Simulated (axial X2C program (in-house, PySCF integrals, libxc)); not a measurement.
## PSe⁻: cheaper levels and CCSD(T), 2c

All values were computed with an axial X2C code built on PySCF integrals. Two-component (2c) means X2C with spin–orbit coupling and atomic mean-field two-electron Coulomb and Gaunt terms. Basis: Se dyall-acv3z [9s10p7d5f1g], P dyall-av3z [9s8p3d2f] (cores contracted in-house); Gaussian nuclei, density fitting, unrestricted open shells. Masses: Se 79.917 u, P 30.974 u.

State: Ω = 1 (⟨Sz⟩ = 1.00, ⟨Lz⟩ = 0.00 at HF); fragments Se- + P.

```
  level  Re (Å)  ωe (cm⁻¹)  De (eV)
   PBE0   2.143      472.9     3.54
     HF   2.154      465.7     1.63
   CCSD   2.157      465.1     2.97
r2SCAN0   2.135      481.9      n/a
```

Correlated methods: 12 electrons correlated (number of frozen shells: Se 3 s, 2 p, 1 d; P 2 s, 1 p), 246 virtual spin orbitals or spinors in MP2, 90 natural virtuals in coupled cluster.

CCSD(T), same Hamiltonian and basis:

Re = 2.164 Å, ωe = 458.3 cm⁻¹, De = 3.13 eV; T1 = 0.030 (Lee–Taylor normalisation).

Give the differences from CCSD(T) in the columns below.



```json
{"level": "PBE0", "ΔRe (Å)": "-0.021", "Δωe (cm⁻¹)": "15", "ΔDe (eV)": "0.41"}
{"level": "HF", "ΔRe (Å)": "-0.010", "Δωe (cm⁻¹)": "7", "ΔDe (eV)": "-1.50"}
{"level": "CCSD", "ΔRe (Å)": "-0.007", "Δωe (cm⁻¹)": "7", "ΔDe (eV)": "-0.16"}
{"level": "r2SCAN0", "ΔRe (Å)": "-0.029", "Δωe (cm⁻¹)": "24", "ΔDe (eV)": "n/a"}
```

One determinant describes the state; a PBE0 search over occupations chose it and may have missed a lower one. Dissociation energies refer to the lowest single-determinant-based atoms at the same level and basis. De is not given where an atomic determinant may have missed its ground term or J level, or where the truncated virtual space spoils (T). Density functionals use the spin component along the axis (collinear). Coupled cluster ran in a truncated set of natural virtual spinors; the MP2 energy of the rest was added. (T) has no such correction and the atoms are truncated less, which lowers De at CCSD(T) by a hundredth of an eV or more. PBE0 can misorder states that lie within some tenths of an eV, so this need not be the ground state of the molecule. The nearest other 2c determinant of the search, Ω = 0, lies 0.54 eV up at the distance of the search. The functionals have no current-density term, which raises determinants with orbital currents, atoms included. With several unpaired electrons one determinant need not be a pure state. Open-shell Ω = 0 determinants with evenly filled partner blocks cannot be reached by this program, so the Ω shown need not be the lowest component. This is the Ω = 1 component of a π² triplet; the 0⁺ component is not one determinant and can lie lowest. The highest occupied level of some functionals is positive through self-interaction error; at Hartree–Fock it is bound. Hartree–Fock gets electron affinities wrong, so its lowest charge split need not be the true one.
